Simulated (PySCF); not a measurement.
BrCs, triplet, at the geometry of the source list (a higher spin typed on purpose: for a closed-shell molecule this is an excited state) (core potentials on Cs). Base run: PySCF with B3LYP/def2-TZVP.

The PySCF input:
```python
from pyscf import gto, scf, dft

mol = gto.M(
    atom='''
Cs   -1.02520000   -0.71830000   -0.87230000
Br    1.02520000    0.71830000    0.87230000
''',
    basis='def2-tzvp',
    ecp={'Cs': 'def2-tzvp'},
    spin=2,
    verbose=4,
)

mf = dft.UKS(mol)
mf.xc = 'b3lyp'
mf.kernel()
```

The base run was repeated with changes; each row names its change, and settings that it needs were set with it.

```
change                                                                                                                            basis functions        E (Eh)  HOMO (eV)  dipole (D)
--------------------------------------------------------------------------------------------------------------------------------  ---------------  ------------  ---------  ----------
base                                                                                                                                           77   -2594.26962      -2.42        1.03
basis = jorge-DZP-DKH; relativity = none (without ecp={'Cs': 'def2-tzvp'})                                                                     84  -10011.57305      -2.27        2.10
basis = Sapporo-DKH3-DZP-2012; relativity = spin-free X2C (without ecp={'Cs': 'def2-tzvp'})                                                    84  -10392.26618      -2.50        1.48
basis = ANO-RCC-VDZP; relativity = spin-free X2C; nucleus = Gaussian (with nucmod='G'; without ecp={'Cs': 'def2-tzvp'})                        74  -10392.16421      -2.55        1.20
basis = ANO-RCC-VDZP; relativity = none (without ecp={'Cs': 'def2-tzvp'})                                                                      74   -9803.04889      -2.17        0.50
basis = jorge-DZP-DKH; relativity = spin-free X2C; nucleus = Gaussian (with nucmod='G'; without ecp={'Cs': 'def2-tzvp'})                       84  -10389.94656      -2.54        1.41
basis = jorge-DZP-DKH; relativity = spin-free X2C (without ecp={'Cs': 'def2-tzvp'})                                                            84  -10390.22062      -2.54        1.41
basis = ANO-RCC-VDZP; relativity = spin-free X2C (without ecp={'Cs': 'def2-tzvp'})                                                             74  -10392.49138      -2.55        1.20
basis = Sapporo-DKH3-DZP-2012; relativity = none (without ecp={'Cs': 'def2-tzvp'})                                                             84   -9814.52821      -2.11        1.91
basis = Sapporo-DKH3-DZP-2012; relativity = spin-free X2C; nucleus = Gaussian (with nucmod='G'; without ecp={'Cs': 'def2-tzvp'})               84  -10391.97650      -2.50        1.48
```

Absolute energies of different levels of theory aren't comparable as measures of quality.

Open shells are given as the SCF converged; they aren't shown to be the lowest states, and a large step between rows can be another state.

Basis sets contracted for a relativistic Hamiltonian are a mismatch without it, so the rows without relativity aren't non-relativistic limits. No row has spin-orbit coupling; sets with core potentials leave out the core electrons.
